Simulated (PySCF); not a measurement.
Electronic structure of O³⁺ (oxygen, charge +3) at the UHF level

Configuration: [He] 2s2 2p1, 2P determinant. Computed with PySCF 2.14 in def2-QZVPPD, with the non-relativistic Hamiltonian (point nucleus).

```json
{
  "Total energy": "-71.099040 hartree",
  "One-electron energy": "-86.1468 hartree",
  "Hartree (Coulomb) energy": "21.7312 hartree",
  "Exchange energy": "-6.6834 hartree",
  "Kinetic energy": "71.10938 hartree",
  "⟨S²⟩": "0.7529",
  "⟨L²⟩": "2.007",
  "Sum of ⟨r⟩": "3.270 bohr",
  "Sum of ⟨r²⟩": "3.392 bohr²",
  "Traceless quadrupole moment −½Σ⟨3z² − r²⟩ along its main axis": "-0.409 e·bohr²",
  "Density at the nucleus (Gaussians lack the cusp)": "314 bohr⁻³",
  "Spin density at the nucleus": "0.0640 bohr⁻³",
  "Langevin diamagnetic susceptibility": "-2.69 ×10⁻⁶ cm³/mol"
}
```

```
shell  electrons  mean orbital energy (hartree)  rms radius, mean of both spins (bohr)
 1s α          1                      -23.37508                                  0.229
 1s β          1                      -23.31349                                  0.229
 2s α          1                       -3.34701                                   1.07
 2s β          1                       -3.14611                                   1.07
 2p α          1                       -2.86958                                   1.00
```

Spin-orbit constants ζ (cm⁻¹) from the X2C one-electron operator on these orbitals (non-relativistic here): bare nucleus, nucleus screened by l(l+1)(2l+1)/3 electrons, and screened by the Breit-Pauli mean field of the electrons.

```json
{"shell": "2p", "bare": "397.6", "screened nucleus": "298.2", "mean field": "264.3"}
```

To first order the Landé constant is A = 264.3 cm⁻¹, so the lowest level has J = 1/2 and lies 0.0328 eV below the centre of the term.
